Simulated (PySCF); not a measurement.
## 1,4-dibromobenzene (SMILES Brc1ccc(Br)cc1)

Molfile (atoms numbered from 1):
```
C6H4Br2
     RDKit          3D

 12 12  0  0  0  0  0  0  0  0999 V2000
   -3.2416    0.0308    0.0446 Br  0  0  0  0  0  0  0  0  0  0  0  0
   -1.3571    0.0184    0.0169 C   0  0  0  0  0  0  0  0  0  0  0  0
   -0.6756   -1.1975    0.0498 C   0  0  0  0  0  0  0  0  0  0  0  0
    0.7167   -1.2073    0.0294 C   0  0  0  0  0  0  0  0  0  0  0  0
    1.4141   -0.0012   -0.0239 C   0  0  0  0  0  0  0  0  0  0  0  0
    3.2986   -0.0143   -0.0516 Br  0  0  0  0  0  0  0  0  0  0  0  0
    0.7323    1.2145   -0.0568 C   0  0  0  0  0  0  0  0  0  0  0  0
   -0.6600    1.2246   -0.0364 C   0  0  0  0  0  0  0  0  0  0  0  0
   -1.2302   -2.1363    0.0915 H   0  0  0  0  0  0  0  0  0  0  0  0
    1.2589   -2.1539    0.0549 H   0  0  0  0  0  0  0  0  0  0  0  0
    1.2869    2.1533   -0.0985 H   0  0  0  0  0  0  0  0  0  0  0  0
   -1.2022    2.1712   -0.0619 H   0  0  0  0  0  0  0  0  0  0  0  0
  1  2  1  0
  2  3  1  0
  3  4  2  0
  4  5  1  0
  5  6  1  0
  5  7  2  0
  7  8  1  0
  8  2  2  0
  3  9  1  0
  4 10  1  0
  7 11  1  0
  8 12  1  0
M  END
```

Level of theory: TDDFT CAM-B3LYP/aug-cc-pVDZ excited states, vertical, gas phase (PySCF). Geometry: PBE0-D3(BJ)/def2-SVP.

The calculation is non-relativistic, which matters for the atoms heavier than Zn. Singlets 7 and 8 lie within 0.01 eV of each other, so their separate moments and overlaps can depend on how they mix.

Give the one- and two-photon strengths of the lowest singlets.

δ for parallel linear polarisation; σ at the peak of a Lorentzian of half width 0.1 eV, single beam; Ω is circular over linear.
```tsv
state	E (eV)	f	photon λ (nm)	δ (au)	σ (GM)	Ω	main
S1	5.05	0.004	491	<0.1	0.00	–	HOMO→LUMO+1 0.76, HOMO−1→LUMO 0.21
S2	5.52	0.290	449	<0.1	0.00	–	HOMO→LUMO 0.89, HOMO−1→LUMO+1 0.09
S3	5.54	0.000	448	1.25	0.01	1.50	HOMO→LUMO+2 0.46, HOMO→LUMO+5 0.37
S4	5.87	0.002	422	<0.1	0.00	–	HOMO→LUMO+6 0.45, HOMO→LUMO+4 0.29
S5	6.33	0.000	392	117	1.71	1.50	HOMO→LUMO+2 0.44, HOMO→LUMO+5 0.43
S6	6.52	0.230	381	<0.1	0.00	–	HOMO−1→LUMO 0.70, HOMO→LUMO+1 0.21
```

Among these, the strongest one-photon state is S2, the strongest two-photon state S5, with a dipole change of 0.0 D (relaxed, norm of the difference vector).
